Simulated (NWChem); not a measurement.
Molecule: C$_{3}$H$_{8}$Si; SMILES C/C=C\[SiH3]

Program: NWChem. All runs use the structure optimised with PBE0/def2-SVP. Total energies of different functionals are on different scales.

| level | energy (Ha) | highest occupied level (eV) | orbital gap (eV) | dipole (D) |
|---|---|---|---|---|
| PBE/def2-TZVP | -408.3219 | -6.39 | 4.97 | 1.28 |
| B3LYP/def2-TZVP | -408.6799 | … | … | 1.25 |
| CAM-B3LYP/def2-TZVP | -408.5808 | -8.79 | 9.47 | 1.23 |
| PBE0/def2-TZVP | -408.3723 | -7.49 | 7.03 | 1.27 |
| LDA (Slater exchange, VWN5)/def2-TZVP | -406.3467 | -6.52 | 4.91 | 1.27 |

Question: What belongs in the gaps?

Answer: 
- B3LYP/def2-TZVP, highest occupied level (eV): -7.26
- B3LYP/def2-TZVP, orbital gap (eV): 6.60
